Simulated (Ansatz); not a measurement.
```yaml
crystal:
  periodic: [false, false, false]
  atoms:
    - {symbol: C, position_ang: [-0.306866, 0.819134, -1.224743]}
    - {symbol: B, position_ang: [-0.533253, 0.342439, 0.237589]}
    - {symbol: In, position_ang: [0.634488, -1.257270, 1.300512]}
    - {symbol: H, position_ang: [-1.225469, 1.137122, -1.727083]}
    - {symbol: H, position_ang: [0.284020, 1.744325, -1.101220]}
    - {symbol: H, position_ang: [0.267042, 0.166920, -1.883730]}
    - {symbol: H, position_ang: [-1.370294, 0.928560, 0.873072]}
    - {symbol: H, position_ang: [0.127233, -2.916032, 1.380131]}
    - {symbol: H, position_ang: [2.123099, -0.965208, 2.145461]}
basis:
  gaussian: {orbitals: def2-TZVPD, fitting: {mean_field: def2-universal-jkfit}, point_charges: [{charge: 1.00, position_ang: [6.179, -0.821, -0.259]}]}
hamiltonian: {xc: {name: CCSD(T)}}
accuracy: high
output: {forces: true}
```

```sh
$ ansatz run in.yaml --threads 2 --pin off --events-out ev --progress --plain --max-ram 4352MiB
```

Output, abridged:

```
Error: YAML parse error: error: line 15 column 19: hamiltonian.xc: no functional is named "CCSD(T)"; the names, which are not case-sensitive, are SVWN5, SPW92, PBE, PBE0, PBEsol, revPBE, revPBE0, RPBE, rPW86-PBE, HSE06, wPBEh, LC-wPBE, HISS, HF, BLYP, B3LYP, B3LYP5, BHLYP, CAM-B3LYP, r2SCAN, r2SCANh, r2SCAN0, r2SCAN50, m-r2SCAN, B97, wB97, wB97X, wB97X-V, B97M-V, wB97M-V, B2PLYP, B2GP-PLYP, PBE0-DH, PBE-QIDH
13 | basis:
14 |   gaussian: {orbitals: def2-TZVPD, fitting: {mean_field: def2-universal-jkfit}, poi…
15 | hamiltonian: {xc: {name: CCSD(T)}}
16 | accuracy: high
17 | output: {forces: true}
```

In this input the method's name isn't one that the program takes here. The program refused the input.
